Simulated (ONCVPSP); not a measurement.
**Pseudopotential generation for fluorine (F): ONCV, PBE, scalar-relativistic.**

F (Z = 9), optimised norm-conserving Vanderbilt (ONCV), made with ONCVPSP 4.0.1 (PBE, scalar-relativistic). Core [He], reference 2s1 2p6. Waves: 2s: rc 0.65 bohr, ncon 4, nbas 9, qcut 8.9 1/bohr, local; 2p: rc 1.85 bohr, ncon 4, nbas 8, qcut 5.9 1/bohr, 1 projector; d scattering state at 0.13 Ha: rc 1.60 bohr, ncon 4, nbas 7, qcut 5.3 1/bohr, 1 projector. Local part: the s channel. Core correction: Teter function fitted to the true core (icmod 2), fcfact 0.5.

- Cutoffs needed: 116 Ha and 503 Ha (the cutoffs (Ha) at which the residual kinetic energy of the hardest occupied pseudo-wave falls to 1 and 0.1 mHa per electron)
- Ghost test: no bound ghost flagged; no localised positive-energy state flagged
- Largest excitation error: +1978 meV (all-electron minus pseudo) for 2s2 2p3, out of 4 test configurations
- rms error of d²Exc/dni dnj: 1.26 mHa without and 0.95 mHa with the model core
